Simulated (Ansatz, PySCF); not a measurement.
Gas-phase reaction (SMILES): NB(F)F + F (HF) -> FB(F)F [trifluoroborane] + N (NH3); hydrogen fluoride cleaves one B-N bond, a model of a ligand-exchange step.

Geometries: B3LYP-D3(BJ)/def2-TZVP minima from Ansatz (a first-principles code), one conformer each, not searched for the lowest. Correlated levels leave the core frozen unless marked. Spin-orbit coupling is left out. No relativistic terms. Basis-set limits of correlation are two-point, X^-3; Hartree-Fock from the larger set. [CCSD(T)-MP2]/basis is that difference in the basis named. Thermal terms are rigid-rotor harmonic-oscillator values from B3LYP-D3(BJ) frequencies (PySCF) at 298.15 K and 1 atm. 1 Eh = 627.5095 kcal/mol.

```
species  E, RI-MP2/CBS(aug-cc-pVTZ,aug-cc-pVQZ)+[CCSD(T)-MP2]/aug-cc-pVTZ (Ansatz) (Eh)  E, wB97M-V/def2-TZVPD (Ansatz) (Eh)  H - E (Eh)  G - E (Eh)
-------  ------------------------------------------------------------------------------  -----------------------------------  ----------  ----------
NB(F)F                                                                       -280.45847                           -280.71501     0.04174     0.01090
F (HF)                                                                       -100.39388                           -100.46200     0.01259    -0.00713
FB(F)F                                                                       -324.35420                           -324.63584     0.01684    -0.01208
N (NH3)                                                                       -56.50756                            -56.55014     0.03799     0.01614
```

Task: Work out ΔE and ΔH, ΔG, ΔS and the equilibrium constant at 298.15 K at the first level, then ΔH at the second.

Result: 
1. ΔE = [(-324.35420) + (-56.50756)] - [(-280.45847) + (-100.39388)] = -0.00941 Eh = -5.9 kcal/mol at RI-MP2/CBS(aug-cc-pVTZ,aug-cc-pVQZ)+[CCSD(T)-MP2]/aug-cc-pVTZ.
2. The terms H - E add up to 0.00050 Eh, so ΔH = (-0.00941 + (0.00050))×627.5095 = -5.6 kcal/mol.
3. The terms G - E add up to 0.00029 Eh, so ΔG = -5.7 kcal/mol, and ΔS = (0.00050 - (0.00029))×627509.5/298.15 = 0.4 cal/(mol K).
4. log10 K = -ΔG/(RT ln 10) = 4.2, with RT ln 10 = 1.3642 kcal/mol.
5. At wB97M-V/def2-TZVPD the same steps give ΔE = -5.6 and ΔH = -5.3 kcal/mol, a shift of +0.3 from the first level.
6. These values are not checked against measurement here, since the tables used lack a sound gas-phase enthalpy of formation for at least one species.
